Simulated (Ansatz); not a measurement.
Sn3⁻. The state is a doublet with charge -1. Geometry r2SCAN-D4/def2-SVPD; atoms count from 1.

```xyz
3

Sn   -2.054    0.537   -0.319
Sn    2.086    0.422   -0.285
Sn   -0.031   -0.959    0.603
```

In the def2 sets Sn takes a core potential; there is no spin–orbit coupling. The charge -1 doublet is spin-contaminated (final ⟨S²⟩ up to 0.86, 0.75 for a pure state). Another isomer (doublet) lies 0.86 eV lower at PBE0-D4/def2-TZVPD; other spin states weren't run for this one.

(1) Estimate the Mulliken populations from the PBE0/def2-TZVPD orbitals of Ansatz.

(2) Where does the spin sit?

(3) And the Mayer bond orders between bonded heavy atoms (over 0.3)?

Answers

(1) 
```csv
atom,charge (e),spin (α − β)
Sn1,-0.33,0.77
Sn2,-0.33,0.77
Sn3,-0.33,-0.54
```
Mulliken values and Mayer orders depend strongly on the basis. With diffuse functions, as here, like atoms can get unlike values, and bond orders can come out too low or too high.

(2) Summed by element: Sn 1.00, of 1 unpaired in all. Largest on single atoms: Sn1 0.77, Sn2 0.77, Sn3 -0.54.

(3) Sn1–Sn3 1.55 (2.68 Å); Sn2–Sn3 1.55 (2.68 Å). Values over 0.3 also appear between atoms too far apart for a bond (Sn1–Sn2 0.69 at 4.14 Å); they arise where an orbital or an unpaired electron spreads over both atoms.
